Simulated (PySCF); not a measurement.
Isomers of C5H15NOSi. Method used: PBE0-D3(BJ)/def2-SVP geometry optimisation, gas phase (PySCF 2.14.0). One conformer each; no zero-point energy, no entropy. No frequencies were run at this level. Point groups hold within 0.08 Å.

**Question.** Order them by energy at this level, lowest first, and give relative energies in kJ/mol.
A. `[CH3:1][CH2:2][C@@H:3]([CH3:4])[Si@H:5]([OH:6])[NH:7][CH3:8]` with C1–C2–C3–C4 61°, C2–C3–Si5–O6 -173°, C3–Si5–O6–H -75°, C3–Si5–N7–C8 -171°
B. `[CH3:1][CH2:2][C@@H:3]([CH3:4])[Si@@H:5]([OH:6])[NH:7][CH3:8]` with C1–C2–C3–C4 64°, C2–C3–Si5–O6 -60°, C3–Si5–O6–H 68°, C3–Si5–N7–C8 -176°
C. `[CH3:1][CH2:2][NH:3][SiH2:4][O:5][CH:6]([CH3:7])[CH3:8]` with C1–C2–N3–Si4 -137°, C2–N3–Si4–O5 -85°, N3–Si4–O5–C6 -154°, Si4–O5–C6–C7 152°
D. `[CH3:1][CH2:2][CH2:3][Si@H:4]([NH2:5])[O:6][CH2:7][CH3:8]` with C1–C2–C3–Si4 178°, C2–C3–Si4–N5 -60°, C3–Si4–N5–H 153° and -54°, C3–Si4–O6–C7 -176°, Si4–O6–C7–C8 -93°
E. `[CH3:1][CH:2]([CH3:3])[Si@H:4]([OH:5])[N:6]([CH3:7])[CH3:8]` with C1–C2–Si4–O5 -63°, C2–Si4–O5–H -68°, C2–Si4–N6–C7 167°
F. `[CH3:1][O:2][CH2:3][C:4]([CH3:5])([CH3:6])[SiH2:7][NH2:8]` with C1–O2–C3–C4 -179°, O2–C3–C4–C5 -67°, C3–C4–Si7–N8 163°, C4–Si7–N8–H -146° and 78°
G. `[CH3:1][CH:2]([CH3:3])[O:4][SiH2:5][N:6]([CH3:7])[CH3:8]` with C1–C2–O4–Si5 -146°, C2–O4–Si5–N6 -65°, O4–Si5–N6–C7 93°

**Answer.** D (0.0), B (6.2), A (7.4), E (27.3), C (48.6), G (70.8), F (168.8).

As drawn, the lowest has an Si–O bond, which the highest lacks. Neighbours under 10 kJ/mol apart (CCC[Si@H](N)OCC and CC[C@@H](C)[Si@@H](O)NC; CC[C@@H](C)[Si@@H](O)NC and CC[C@@H](C)[Si@H](O)NC) can change places with a better method, another conformer or zero-point energy. CC[C@@H](C)[Si@@H](O)NC and CC[C@@H](C)[Si@H](O)NC are stereoisomers, 1.2 kJ/mol apart in the conformers taken.

| SMILES | E (Eh) | E rel (kJ/mol) | dipole (D) | point group | A, B, C (MHz) |
| --- | --- | --- | --- | --- | --- |
| CCC[Si@H](N)OCC | -618.28205 | 0.0 | 1.61 | C1 | 3981, 689.0, 635.4 |
| CC[C@@H](C)[Si@@H](O)NC | -618.27970 | 6.2 | 2.20 | C1 | 2461, 961.1, 820.6 |
| CC[C@@H](C)[Si@H](O)NC | -618.27924 | 7.4 | 2.31 | C1 | 2400, 991.2, 745.4 |
| CC(C)[Si@H](O)N(C)C | -618.27164 | 27.3 | 1.94 | C1 | 2420, 1164, 950.3 |
| CCN[SiH2]OC(C)C | -618.26353 | 48.6 | 0.58 | C1 | 4454, 615.3, 588.5 |
| CC(C)O[SiH2]N(C)C | -618.25508 | 70.8 | 1.64 | C1 | 2759, 963.6, 867.4 |
| COCC(C)(C)[SiH2]N | -618.21777 | 168.8 | 0.24 | C1 | 2467, 1054, 904.6 |

**Question.** How do the relative energies change in single points at PBE0/pcSseg-1 (no added dispersion term) on the same geometries?

**Answer.** 
```tsv
SMILES	PBE0-D3(BJ)/def2-SVP (kJ/mol)	PBE0/pcSseg-1 (kJ/mol)	shift
CCC[Si@H](N)OCC	0.0	0.0	0.0
CC[C@@H](C)[Si@@H](O)NC	6.2	8.7	+2.5
CC[C@@H](C)[Si@H](O)NC	7.4	9.1	+1.7
CC(C)[Si@H](O)N(C)C	27.3	32.7	+5.4
CCN[SiH2]OC(C)C	48.6	49.8	+1.2
CC(C)O[SiH2]N(C)C	70.8	77.6	+6.8
COCC(C)(C)[SiH2]N	168.8	176.0	+7.2
```

Each column counts from its own lowest isomer. The order is unchanged; the largest shift is 7.2 kJ/mol.

**Question.** As an exercise, what shares would exp(−E/RT) give at 500 K from these electronic energies alone (no entropy, no degeneracies)?

**Answer.** RT = 4.157 kJ/mol: CCC[Si@H](N)OCC 71.6 %, CC[C@@H](C)[Si@@H](O)NC 16.2 %, CC[C@@H](C)[Si@H](O)NC 12.1 %, CC(C)[Si@H](O)N(C)C 0.1 %, CCN[SiH2]OC(C)C under 0.1 %, CC(C)O[SiH2]N(C)C under 0.1 %, COCC(C)(C)[SiH2]N under 0.1 %.
